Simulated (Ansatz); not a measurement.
Molecule: GeCl (charge 0, doublet). SMILES: [Ge][Cl]
Coordinates optimised at B3LYP-D3(BJ)/def2-TZVP (Ansatz, an electronic-structure program):
```
Ge
Cl 1 2.1967
```
Charge 0, spin multiplicity 2.

Quantity: vertical electron affinity (to the triplet state of charge -1; a negative value means that the extra electron is unbound and the number depends on the basis; each state is the SCF solution reached for its spin), in eV. Cores are frozen in the correlated levels unless marked. Open shells are spin-unrestricted. Spin-orbit coupling is left out. The frozen core is the preceding noble-gas configuration, with the filled d and f shells of earlier blocks. No relativistic terms. Anions need diffuse functions: def2-D sets add few. CBS(X,Y): correlation extrapolated as X^-3; Hartree-Fock from the larger set.

| level | program | vertical electron affinity (eV) |
|---|---|---|
| SVWN5/def2-TZVPD | Ansatz | … |
| PBE/def2-TZVPD | Ansatz | 1.10 |
| r2SCAN/def2-TZVPD | Ansatz | 1.27 |
| B3LYP/def2-TZVPD | Ansatz | 1.11 |
| PBE0/def2-TZVPD | Ansatz | 1.19 |
| BHLYP/def2-TZVPD | Ansatz | 1.05 |
| CAM-B3LYP/def2-TZVPD | Ansatz | … |
| wB97M-V/def2-TZVPD | Ansatz | 1.07 |
| wB97X-V/def2-TZVPD | Ansatz | 1.06 |
| wB97X/def2-TZVPD | Ansatz | 1.05 |
| CCSD/def2-SVPD | Ansatz | … |
| CCSD/def2-TZVPPD | Ansatz | 1.08 |
| CCSD/def2-QZVPPD | Ansatz | … |
| CCSD(T)/CBS(def2-TZVPPD,def2-QZVPPD) | Ansatz | 1.26 |

Task: Complete the blanks.

Result: 
- SVWN5/def2-TZVPD, vertical electron affinity (eV): 1.21
- CAM-B3LYP/def2-TZVPD, vertical electron affinity (eV): 1.14
- CCSD/def2-SVPD, vertical electron affinity (eV): 0.97
- CCSD/def2-QZVPPD, vertical electron affinity (eV): 1.20
